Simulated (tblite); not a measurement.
Run record: tight-binding relaxation, `FCOB(F)C1CCC1`.

Computed with GFN2-xTB geometry optimisation, gas phase (tblite 0.8.0). Start geometry: from a force field or distance geometry. A driver script takes a list of jobs; this job's settings line and coordinates (Å) are shown.

Command:
```bash
OMP_NUM_THREADS=1 python probes_run.py task.json out
```

Input:
```
{"job": {"kind": "relax", "xc": "GFN2-xTB", "basis": "xTB"}, "charge": 0, "multiplicity": 1}
F      3.418700     1.586800    -0.633800
C      3.252200     0.232400    -0.510200
O      2.011800    -0.200800    -0.901800
B      0.907700     0.412300    -0.154500
F      0.740400     1.838600    -0.178400
C     -0.423700    -0.478200    -0.057500
C     -1.342100    -0.326200    -1.262900
C     -2.476900    -0.487000    -0.255200
C     -1.539000     0.171300     0.741700
H      4.061000    -0.270200    -1.072700
H      3.454900    -0.056800     0.566800
H     -0.254800    -1.542500     0.204800
H     -1.314500     0.701600    -1.632900
H     -1.273700    -1.145800    -1.993400
H     -2.618200    -1.583300    -0.092100
H     -3.401100     0.068700    -0.478600
H     -1.578100     1.274400     0.657300
H     -1.633200    -0.189000     1.776900
```

Output:
```
step      E/eV     max force
  0    -818.71541    3.093
  1    -819.21505    1.957
  2    -819.49461    1.300
  3    -819.57030    0.769
  4    -819.65398    0.545
  5    -819.68464    0.637
  6    -819.72911    0.513
  7    -819.75123    0.435
  8    -819.77809    0.490
  9    -819.80627    0.405
... (131 lines left out)
141    -820.05510    0.040
142    -820.05538    0.054
143    -820.05576    0.063
144    -820.05629    0.067
145    -820.05688    0.031
146    -820.05703    0.032
147    -820.05711    0.026
148    -820.05716    0.015
149    -820.05720    0.013
150    -820.05723    0.009
```

«max force» is the largest atomic force in eV/Å.

From which step on does the largest force stay under 0.1 eV/Å, and how much energy is left to gain from there?

From step 103 (0.063 eV/Å), 11.0 meV above the end.

Summary of the converged run: energy lowered by 30.9 kcal/mol over 150 steps; largest atomic force 0.009 eV/Å at the end.

Give the final coordinates.

0.625 Å rms from the input after alignment:
```
atom  x, y, z in Å
F1     3.3402    0.9262   -1.8187
C2     3.2759    0.4172   -0.5531
O3     2.0982   -0.2898   -0.4019
B4     0.9327    0.2587   -0.0069
F5     0.9353    1.5339    0.3980
C6    -0.4076   -0.5757   -0.0364
C7    -1.3081   -0.3480   -1.2851
C8    -2.5305   -0.2245   -0.3675
C9    -1.5941   -0.1168    0.8427
H10    4.1217   -0.2733   -0.4430
H11    3.3503    1.2718    0.1341
H12   -0.2150   -1.6416    0.0879
H13   -1.0769    0.5798   -1.8040
H14   -1.3176   -1.1622   -2.0052
H15   -3.1357   -1.1285   -0.3509
H16   -3.1779    0.6304   -0.5494
H17   -1.4732    0.9060    1.1925
H18   -1.8264   -0.7572    1.6905
```

Time: 1.6 s wall. Hardware: an Arm Neoverse N1 with one thread, no GPU, shared host.
Labels such as C1 count atoms from 1, the log's own numbers from 0.
